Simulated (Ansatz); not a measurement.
`[F][GeH]([Cl])[O][SiH3]` + `C=CBCl` → `[F][GeH2][O][SiH3]` + `C=CB(Cl)Cl`  (redistribution)

Isolated molecules relaxed with PBE0-D4/def2-TZVP in Ansatz; ΔE leaves out vibrations. CBS: MP2 limit from def2 TZ/QZ plus the TZ coupled-cluster correction, frozen cores. Functionals use def2-TZVPP. B3LYP here is the variant with VWN-RPA as its local correlation; programs differ in this. HSE06 is defined as in plane-wave codes. For Ge outer-core shells are correlated without core-valence functions, which leaves a few kJ/mol of doubt a bond. Scalar relativity is left out up to krypton. One conformer a species, not always the lowest.

`[F][GeH]([Cl])[O][SiH3]`:

Z-matrix (Å, degrees):
```
Ge
Cl 1 2.125
O 1 1.736 2 109.9
F 1 1.724 2 106.0 3 115.6
H 1 1.520 2 112.8 3 -124.3
Si 3 1.651 1 136.5 2 57.0
H 6 1.485 3 110.4 1 -22.0
H 6 1.482 3 107.6 1 -142.1
H 6 1.483 3 109.4 1 98.7
```

`C=CBCl`:

Cartesian coordinates in Å:
```
C 0.152 -0.618 -1.133
C 0.427 0.274 -0.176
B -0.436 0.327 1.088
Cl -0.102 1.482 2.359
H -0.679 -1.309 -1.028
H 0.733 -0.696 -2.047
H 1.267 0.951 -0.313
H -1.361 -0.410 1.251
```

`[F][GeH2][O][SiH3]`:

```xyz
9

F     1.044   -0.406    2.086
Ge    1.298    0.599    0.694
O     0.369   -0.115   -0.608
Si   -1.201   -0.546   -0.828
H     2.775    0.503    0.318
H     0.743    1.981    1.055
H    -1.429   -1.940   -0.372
H    -2.100    0.366   -0.068
H    -1.501   -0.443   -2.277
```

`C=CB(Cl)Cl`:

Z-matrix (Å, degrees):
```
C
C 1 1.334
H 1 1.086 2 122.1
H 1 1.086 2 121.2 3 -180.0
B 2 1.537 1 123.3 3 -180.0
H 2 1.087 1 118.7 3 -0.0
Cl 5 1.752 2 122.1 1 -0.0
Cl 5 1.750 2 119.9 1 179.9
```

(1) Is it downhill or uphill in electronic energy at CCSD(T)/CBS, and by how much? (Best estimate.)

(2) What do these levels give: B3LYP-D4, r2SCANh-D4, r2SCAN0-D4, ωB97M-V, PBE0, r2SCAN0, HSE06, BHLYP, CAM-B3LYP, MP2/def2-TZVPP, SCS-MP2/def2-TZVPP, CCSD/CBS(def2)? (Estimate.)

Largest T1 diagnostic among the species: 0.012.

Answers

(1) Computed: Downhill: ΔE = -1.1 kcal/mol.

(2) The calculation gave: B3LYP-D4 -0.8, r2SCANh-D4 -1.2, r2SCAN0-D4 -0.9, ωB97M-V -1.0, PBE0 -1.3, r2SCAN0 -0.9, HSE06 -1.3, BHLYP 0.4, CAM-B3LYP -0.8, MP2/def2-TZVPP -1.6, SCS-MP2/def2-TZVPP -0.8, CCSD/CBS(def2) -0.6 kcal/mol.

In def2-TZVPP, CCSD(T) changes the Hartree–Fock value by −3.6 kcal/mol (the triples alone add −0.5 kcal/mol) and MP2 by −4.2 kcal/mol. At CCSD(T), def2-SVP lies −3.4 kcal/mol from the extrapolated value and def2-TZVPP +0.1 kcal/mol. From BLYP to BHLYP (50 % exact exchange), in def2-TZVPP and without D4, ΔE moves by +1.2 kcal/mol.
